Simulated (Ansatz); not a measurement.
**Ligand exchange: In(CH3)(NH2)2 + C2H7NO → In(NH2)3 + C3H8O**

Species: In(CH3)(NH2)2, singlet; C2H7NO (ethanolamine) `NCCO`, singlet; In(NH2)3, singlet; C3H8O (1-propanol) `CCCO`, singlet. The partners trade CH3 for NH2: In–CH3 and C–NH2 bonds give way to In–NH2 and C–CH3.

Shapes, held fixed at every level: PBE0-D4/def2-TZVP. Flexible molecules stand in one conformer, not always the lowest. Programs: Ansatz 0.2.0. The zero-point and thermal change to 298 K, harmonic and unscaled (PBE0-D4/def2-TZVP), is -0.2 kJ/mol.

Task: Estimate ΔH(298 K) of this reaction.

Result: The highest level, CCSD(T)/def2-TZVPP, gives ΔH(298 K) = -45.4 kJ/mol; the levels span -45.7 to -36.1. The column of differences is taken from that level and isn't an error. No measured value is set beside it here. For atoms past krypton def2 sets carry core potentials with scalar relativity. Correlated rows may include outer-core shells of In, which these sets cover unevenly.

```csv
level,kind,ΔH(298 K) (kJ/mol),less CCSD(T)/def2-TZVPP
SPW92/def2-TZVPP,LDA,-36.1,+9.3
BHLYP-D4/def2-TZVPP,global hybrid,-43.7,+1.7
r2SCAN0-D4/def2-TZVPP,global hybrid,-43.4,+2.0
B2PLYP/def2-TZVPP,double hybrid,-45.7,-0.3
MP2/def2-SVP,perturbation theory,-45.1,+0.3
CCSD/def2-SVP,coupled cluster or CI,-41.0,+4.4
CCSD/def2-TZVPP,coupled cluster or CI,-45.1,+0.3
CCSD(T)/def2-TZVPP,coupled cluster or CI,-45.4,0.0
```
